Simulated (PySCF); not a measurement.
Cl6GeSi, SMILES Cl[Si](Cl)(Cl)[Ge]([Cl])([Cl])[Cl].

The structure is a stationary point at r2SCAN-D4/def2-SVP. The structure was generated by enumeration, and PubChem lists no compound with its InChIKey, so it may never have been made. One conformer was computed; it need not be the lowest.

Calculation: PySCF with B3LYP/def2-SVP.

The molecule is in vacuum.

| Item | Value |
|---|---|
| total energy | -5126.90632 hartree |
| point group | C3v |
| highest occupied level | -8.44 eV |
| lowest empty level | -2.03 eV |
| orbital gap | 6.41 eV |
| dipole moment | 1.28 D |
| quadrupole, principal values (traceless, Buckingham form, about the centre of nuclear charge) | -0.85, 0.43, 0.43 D·Å |
| mean static polarisability | 102.5 bohr³ (15.19 Å³) |
| polarisability, principal values | 101.9, 101.9, 103.7 bohr³ |
